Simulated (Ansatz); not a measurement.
Mulliken charges of GaH5InNO, SMILES `[OH][GaH][NH][InH2]` from B3LYP/def2-TZVPP in Ansatz (PBE0-D4/def2-TZVP geometry).

```json
{"atom": "O1", "x (Å)": "-0.278", "y (Å)": "1.447", "z (Å)": "-2.341", "charge (e)": "-0.424"}
{"atom": "Ga2", "x (Å)": "-0.196", "y (Å)": "1.107", "z (Å)": "-0.582", "charge (e)": "0.369"}
{"atom": "N3", "x (Å)": "0.104", "y (Å)": "-0.641", "z (Å)": "-0.182", "charge (e)": "-0.448"}
{"atom": "In4", "x (Å)": "0.285", "y (Å)": "-1.548", "z (Å)": "1.624", "charge (e)": "0.521"}
{"atom": "H5", "x (Å)": "-0.436", "y (Å)": "2.369", "z (Å)": "-2.552", "charge (e)": "0.169"}
{"atom": "H6", "x (Å)": "-0.372", "y (Å)": "2.234", "z (Å)": "0.477", "charge (e)": "-0.050"}
{"atom": "H7", "x (Å)": "0.194", "y (Å)": "-1.241", "z (Å)": "-0.992", "charge (e)": "0.135"}
{"atom": "H8", "x (Å)": "0.572", "y (Å)": "-3.237", "z (Å)": "1.586", "charge (e)": "-0.135"}
{"atom": "H9", "x (Å)": "0.126", "y (Å)": "-0.490", "z (Å)": "2.963", "charge (e)": "-0.137"}
```

**Question.** By hand: the dipole of these point charges (1 e Å = 4.8032 D).

**Answer.** Σ q r = (0.024, -0.099, 0.496) e Å, of length 0.506 e Å = 2.43 D.

**Question.** How does the dipole of the full density compare? (An estimate is asked.)

**Answer.** Computed: (-0.005, 0.045, 0.198) e Å, 0.98 D; the point charges give 2.48 times that, at 24° from its direction.

Point charges leave out the atoms' own dipoles, such as those of lone pairs, and Mulliken's split depends on the basis, so the two needn't agree.

B3LYP here is the variant with VWN-RPA as its local correlation; programs differ in this.
